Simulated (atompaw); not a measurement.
**Before and after: PAW (atompaw) potential for barium**

barium (Ba), PAW, made with atompaw 4.2.0.5 (PBE, scalar-relativistic). Core [Kr] 4d10, reference 5s2 5p6 5d0 6s1 6p0 (charge +1). Waves: 5s (bound): rc 2.05 bohr; 6s (bound): rc 3.00 bohr; 5p (bound): rc 3.00 bohr; 6p (bound, empty): rc 3.00 bohr; 5d (bound, empty): rc 3.00 bohr; 5d channel at -0.2 Ry: rc 3.00 bohr. Local part: vpsmatchnc scheme with l = 3 at -0.5 Ry, radius 2.15 bohr. Core correction: smooth core density matched at 2.40 bohr. Augmentation charge: sinc compensation charge, radius 2.25 bohr; PAW radius 3.00 bohr; waves and projectors: custom polynom gramschmidtortho.

Change: local potential troulliermartins scheme with l = 3 at -0.5 Ry, radius 2.15 bohr.

Cutoffs: the cutoffs (Ry, on a coarse ladder) from which the occupation-weighted sum of valence levels, in a spherical-Bessel basis at the reference potential, stays within 10 and 1 mRy of its value at 400 Ry; they do not see the model core or the augmentation charge, which bear on the density cutoff.

Problem. What does the change do?

Solution. The potential gets neither clearly harder nor softer (8 Ry and 18 Ry → 8 Ry and 18 Ry); both files keep a bound ghost (p, s); the range in which the s phases agree widens (upper end 0.2 → 3.4); the range in which the d phases agree widens (upper end 0.4 → 2.1).

```tsv
quantity	base	changed
cutoff, loose	8 Ry	8 Ry
cutoff, tight	18 Ry	18 Ry
bound ghosts	s, p	s, p
s: phases at 3.01 bohr within 0.05 rad from the reference energy up to (Ry; the scan ends near 5)	0.2	3.4
p: phases at 3.01 bohr within 0.05 rad from the reference energy up to (Ry; the scan ends near 5)	4.2	to the end of the scan
d: phases at 3.01 bohr within 0.05 rad from the reference energy up to (Ry; the scan ends near 5)	0.4	2.1
lowest overlap eigenvalue by channel	s 0.49, p 0.87, d 0.96	s 0.12, p 0.84, d 0.96
```

 A true bound ghost makes a file unfit for plane-wave use even where its test errors are small: the radial tests pick states by their node count and pass the ghost by. The cutoffs see the waves, projectors and local potential, not the compensation charge or the core.
